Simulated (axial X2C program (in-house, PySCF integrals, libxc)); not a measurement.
Levels of ZrC⁺ by electron attachment to ZrC²⁺ (EOM-EA-CCSD)

Computed with an axial X2C code built on PySCF integrals: two-component X2C with atomic mean-field Coulomb and Gaunt terms, Gaussian nuclei, basis Zr dyall-acv3z, C dyall-av3z with contracted cores.

R = 1.747 Å (near the PBE0 minimum at charge 1 of the determinant lowest at the starting distance; the state shown can have its own minimum elsewhere).

Levels of ZrC⁺ obtained by attaching an electron to ZrC²⁺:

```tsv
Ω	binding energy (eV)	above lowest (cm⁻¹)	attached spinor	one-particle weight
1/2	14.665	0	36% C pσ, 32% Zr dσ, 9% Zr dπ	0.93
3/2	12.791	15117	93% Zr dδ	0.95
5/2	12.728	15622	94% Zr dδ	0.95
1/2	12.627	16439	53% Zr sσ, 20% C pσ, 10% Zr dσ	0.96
1/2	10.569	33036	36% Zr pπ, 33% Zr dπ, 22% C pπ	0.93
3/2	10.488	33688	36% Zr pπ, 34% Zr dπ, 22% C pπ	0.94
```

Take the first Ω = 1/2 and Ω = 3/2 rows of π character: how far apart are they, and which lies lower?

E(3/2) − E(1/2) = 33688 − 33036 = 652 cm⁻¹ at EOM-EA-CCSD: regular, Ω = 1/2 lower. Splittings at this level can be off by ten to twenty per cent.

This point took 57 s on 1 thread of Arm Neoverse N1, with other jobs on the host.

Reference electrons by ω block (each with its −ω partner): 1/2: 15, 3/2: 6, 5/2: 1. 14 electrons of ZrC²⁺ correlated (inner shells frozen), 92 natural virtual spinors (a truncated set); levels can be off by some tenths of an eV. Roots sought by Ω: (1/2: 5, 3/2: 4, 5/2: 2, 7/2: 1); rows need 60 % one-particle weight and stop where some Ω has no more roots. Missing are any skipped roots, higher Ω and states of a further excitation; these come out far too high here and may in truth be low or lowest. T1 of the reference 0.039 (Lee–Taylor). The reference was not checked to be the lowest state of its species. Number of frozen shells: Zr 3 s, 2 p, 1 d; C 1 s. Large amplitudes in the reference (orbital relaxation or multireference character) lower the reliability.
